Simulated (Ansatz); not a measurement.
Basis-set series for `CC[SiH2]CO`. Total charge 0; spin multiplicity 1. The structure was optimised at the PBE0-D4/def2-TZVP level. It is one conformer, not always the lowest.

```xyz
15

C     1.535    0.637    0.815
C     0.327    1.248    0.110
Si   -1.226    0.192    0.208
C    -0.895   -1.507   -0.562
O    -0.371   -1.415   -1.884
H     1.812   -0.331    0.387
H     1.333    0.469    1.876
H     2.413    1.284    0.747
H     0.551    1.438   -0.946
H     0.094    2.229    0.536
H    -1.622    0.004    1.635
H    -2.340    0.865   -0.514
H    -0.243   -2.112    0.085
H    -1.834   -2.060   -0.645
H     0.464   -0.941   -1.848
```

| functional | basis | functions | energy (Eh) | HOMO (eV) | LUMO (eV) |
| --- | --- | --- | --- | --- | --- |
| PBE0-D4 | def2-SVP | 124 | -484.46299 | -7.19 | 0.92 |
| PBE0-D4 | def2-TZVPP | 306 | -484.78952 | -7.36 | 0.41 |
| ωB97M-V | def2-SVP | 124 | -484.67129 | -9.52 | 2.63 |
| ωB97M-V | def2-TZVPP | 306 | -485.01016 | -9.71 | 1.94 |

(1) Give the rows for def2-QZVPP. (Estimate.)

Results:

(1) The calculation gave: 
| functional | basis | functions | energy (Eh) | HOMO (eV) | LUMO (eV) |
| --- | --- | --- | --- | --- | --- |
| PBE0-D4 | def2-QZVPP | 598 | -484.81084 | -7.40 | 0.13 |
| ωB97M-V | def2-QZVPP | 598 | -485.03062 | -9.75 | 1.44 |

Positive LUMOs are unbound and depend on the basis.

Results of the Gaussian-basis code of Ansatz.
